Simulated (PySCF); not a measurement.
CH3Cl3Si, singlet, geometry from GFN2-xTB; MP2/6-31G* (PySCF).

PySCF was given this input:
```python
from pyscf import gto, scf, mp

mol = gto.Mole()
mol.atom = '''
    C    -2.085393   -0.430024    0.057358
    Si   -0.225654   -0.046532    0.006206
    Cl    0.680406   -1.195024   -1.390628
    Cl    0.067757    1.900728   -0.455550
    Cl    0.609762   -0.425689    1.808829
    H    -2.266306   -1.469266    0.317442
    H    -2.594686    0.186602    0.792742
    H    -2.552211   -0.245996   -0.906287
'''
mol.basis = '6-31g*'
mol.charge = 0
mol.spin = 0
mol.verbose = 4
mol.build()

mf = scf.UHF(mol)
mf.kernel()

pt = mp.MP2(mf)
pt.kernel()
print('E(MP2) = %.10f' % pt.e_tot)
```

Question: Write the output that PySCF gives for this input, abridged.

Answer: 
```
PySCF version 2.14.0

[INPUT] verbose = 4
[INPUT] num. atoms = 8
[INPUT] num. electrons = 74
[INPUT] charge = 0
[INPUT] spin (= nelec alpha-beta = 2S) = 0
[INPUT] symmetry False subgroup None
[INPUT] Mole.unit = angstrom
[INPUT] Symbol           X                Y                Z      unit          X                Y                Z       unit  Magmom
[INPUT]  1 C     -2.085393000000  -0.430024000000   0.057358000000 AA   -3.940821632085  -0.812627586990   0.108390911053 Bohr   0.0
[INPUT]  2 Si    -0.225654000000  -0.046532000000   0.006206000000 AA   -0.426424258913  -0.087932736028   0.011727640329 Bohr   0.0
[INPUT]  3 Cl     0.680406000000  -1.195024000000  -1.390628000000 AA    1.285780993511  -2.258268072282  -2.627906061152 Bohr   0.0
[INPUT]  4 Cl     0.067757000000   1.900728000000  -0.455550000000 AA    0.128042173022   3.591855357292  -0.860864736046 Bohr   0.0
[INPUT]  5 Cl     0.609762000000  -0.425689000000   1.808829000000 AA    1.152283181167  -0.804435624240   3.418191416171 Bohr   0.0
[INPUT]  6 H     -2.266306000000  -1.469266000000   0.317442000000 AA   -4.282697654459  -2.776510344135   0.599878440434 Bohr   0.0
[INPUT]  7 H     -2.594686000000   0.186602000000   0.792742000000 AA   -4.903245919243   0.352626674296   1.498065267440 Bohr   0.0
[INPUT]  8 H     -2.552211000000  -0.245996000000  -0.906287000000 AA   -4.822979802102  -0.464865067739  -1.712634220254 Bohr   0.0

nuclear repulsion = 440.805342727774
number of shells = 44
number of NR pGTOs = 243
number of NR cGTOs = 92
basis = 6-31g*
ecp = {}

******** <class 'pyscf.scf.uhf.UHF'> ********
method = UHF
initial guess = minao
damping factor = 0
level_shift factor = 0
DIIS = <class 'pyscf.scf.diis.CDIIS'>
diis_start_cycle = 1
diis_space = 8
diis_damp = 0
SCF conv_tol = 1e-09
SCF conv_tol_grad = None
SCF max_cycles = 50
direct_scf = True
direct_scf_tol = 1e-13
number electrons alpha = 37  beta = 37
Set gradient conv threshold to 3.16228e-05
init E= -1707.67011683478
cycle= 1 E= -1707.06988683745  delta_E=  0.6  |g|= 0.326  |ddm|= 1.79
cycle= 2 E= -1707.12770628542  delta_E= -0.0578  |g|= 0.157  |ddm|= 0.616
cycle= 3 E= -1707.14216289505  delta_E= -0.0145  |g|= 0.0254  |ddm|= 0.202
cycle= 4 E= -1707.14284663754  delta_E= -0.000684  |g|= 0.00413  |ddm|= 0.055
cycle= 5 E= -1707.14286849965  delta_E= -2.19e-05  |g|= 0.00137  |ddm|= 0.01
cycle= 6 E= -1707.1428707783  delta_E= -2.28e-06  |g|= 0.000502  |ddm|= 0.00325
cycle= 7 E= -1707.14287114558  delta_E= -3.67e-07  |g|= 0.000234  |ddm|= 0.00119
cycle= 8 E= -1707.14287124934  delta_E= -1.04e-07  |g|= 0.000118  |ddm|= 0.000619
cycle= 9 E= -1707.14287128183  delta_E= -3.25e-08  |g|= 4.13e-05  |ddm|= 0.000399
cycle= 10 E= -1707.14287128603  delta_E= -4.2e-09  |g|= 8.4e-06  |ddm|= 0.000172
cycle= 11 E= -1707.14287128616  delta_E= -1.33e-10  |g|= 2.4e-06  |ddm|= 2.92e-05
Extra cycle  E= -1707.14287128617  delta_E= -1e-11  |g|= 1.35e-06  |ddm|= 4.8e-06
converged SCF energy = -1707.14287128617  <S^2> = 2.6119551e-11  2S+1 = 1

******** <class 'pyscf.mp.ump2.UMP2'> ********
nocc = (np.int64(37), np.int64(37)), nmo = (92, 92)
E(UMP2) = -1707.76107117013  E_corr = -0.618199883954869
E(SCS-UMP2) = -1707.744032575  E_corr = -0.601161288831958
E_corr(same-spin) = -0.162321429131406
E_corr(oppo-spin) = -0.455878454823463
E(MP2) = -1707.7610711701
```
